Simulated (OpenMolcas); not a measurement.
# Computed transition rates of P II

```yaml
Program: OpenMolcas 26.06
Method: "MS-RASPT2, IPEA 0.25 Eh, imaginary shift 0.1 Eh (closed shells correlated: 2s 2p)"
Basis: ANO-RCC-VQZP [6s5p3d2f1g]
Scalar_Hamiltonian: DKH2, point nucleus
Active_space: 4 electrons in 9 orbitals (RAS2 3s 3p; RAS3 3d, at most 2 electrons)
State_averaging: 2S+1 = 3 even, 6 roots; 2S+1 = 1 even, 11 roots; 2S+1 = 5 odd, 1 root; 2S+1 = 3 odd, 8 roots; 2S+1 = 1 odd, 8 roots
Spin-orbit_coupling: RASSI with atomic mean-field integrals over the reference wave functions, term energies averaged over their components
```

Rates come from the transition moments of the reference wave functions (E1 and E2 in the length form). At fixed line strength A goes as λ^-3 for E1 and M1 and as λ^-5 for E2, so a rate at the computed wavelength can be rescaled to the measured one. Measured vacuum wavelengths follow from level energies in NIST Handbook of Basic Atomic Spectroscopic Data. Branching counts decays inside the model space alone, at computed energies, and the table is only a selection of the E2 and M1 lines, drawn from those between levels with measured partners whose computed energy lies within a factor of 1.5 of the measured one.

```json
{"Upper": "3s² 3p² ¹S₀", "Lower": "3s² 3p² ¹D₂", "Type": "E2", "λ computed (nm)": "783.5", "λ measured (nm)": "787.8", "A computed (s-1)": "1.47e+00", "A rescaled (s-1)": "1.43e+00", "Branching %": "89.4"}
{"Upper": "3s² 3p² ¹S₀", "Lower": "3s² 3p² ³P₁", "Type": "M1", "λ computed (nm)": "465", "λ measured (nm)": "467.1", "A computed (s-1)": "1.71e-01", "A rescaled (s-1)": "", "Branching %": "10.4"}
{"Upper": "3s² 3p² ¹D₂", "Lower": "3s² 3p² ³P₂", "Type": "M1", "λ computed (nm)": "1180", "λ measured (nm)": "1189", "A computed (s-1)": "1.28e-02", "A rescaled (s-1)": "", "Branching %": "72.8"}
{"Upper": "3s² 3p² ¹D₂", "Lower": "3s² 3p² ³P₁", "Type": "M1", "λ computed (nm)": "1144", "λ measured (nm)": "1147", "A computed (s-1)": "4.69e-03", "A rescaled (s-1)": "", "Branching %": "26.7"}
{"Upper": "3s² 3p² ³P₂", "Lower": "3s² 3p² ³P₁", "Type": "M1", "λ computed (nm)": "37020", "λ measured (nm)": "32870", "A computed (s-1)": "2.67e-04", "A rescaled (s-1)": "3.81e-04", "Branching %": "100.0"}
{"Upper": "3s² 3p² ³P₁", "Lower": "3s² 3p² ³P₀", "Type": "M1", "λ computed (nm)": "69360", "λ measured (nm)": "60640", "A computed (s-1)": "5.41e-05", "A rescaled (s-1)": "8.10e-05", "Branching %": "100.0"}
```

Spin-changing lines and M1 lines between different terms are not rescaled, since their strength hangs on the term gaps too.

The largest correction is for 3s² 3p² ³P₁ → 3s² 3p² ³P₀ (M1): 5.41e-05 × (69360 / 60640)^3 = 8.10e-05 s-1, a factor of 1.50.

No measured rate stands beside these. Rescaling mends the energy factor alone: line strengths can still be far off where a level mixes with configurations outside the active space, and weak or spin-changing lines hang on small mixing coefficients that depend on the term gaps too, so rescaling need not improve them.

CASPT2 breaks the degeneracy within a term, and the mean is taken; among the terms shown or strongly mixed into the levels shown the widest spread is 26 cm-1 (3s² 3p² ¹D). Over all roots computed the reference weight is 0.94 to 0.99; the roots of lowest weight are the least certain, and an intruder state may touch them. The run also gave levels led by 3s 3p² 3d, 3s² 3p 3d, which use shells meant for correlation; these and all levels above them are left out. Computed and measured levels are paired by configuration, term and J; levels that our copy of the source lacks, or whose pairing is in doubt (as where it misses far off the trend of its configuration), stay unpaired. Only configurations of the active space appear.
